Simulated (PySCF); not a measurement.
Al(H)(NCO)2 (C2HAlN2O2), SMILES O=C=[N][AlH][N]=C=O.

Geometry: PBE0-D3(BJ)/def2-SVP. The structure was generated by enumeration; whether it is a known compound was not checked. Other conformers were not sampled.

Calculation: PBE/def2-TZVP in PySCF.

Gas-phase values at a fixed geometry.

Computed frontier levels, gap, dipole moment and polarisability:
```json
{
 "highest_occupied_level": "-7.41 eV",
 "lowest_empty_level": "-2.44 eV",
 "orbital_gap": "4.97 eV",
 "dipole_moment": "0.373 e·Å",
 "quadrupole, principal values (traceless, Buckingham form, about the centre of nuclear charge)": "-16.16, 3.59, 12.57 D·Å",
 "mean_static_polarisability": "66.4 bohr³ (9.84 Å³)",
 "polarisability_principal_values": "39.6, 60.3, 99.2 bohr³"
}
```
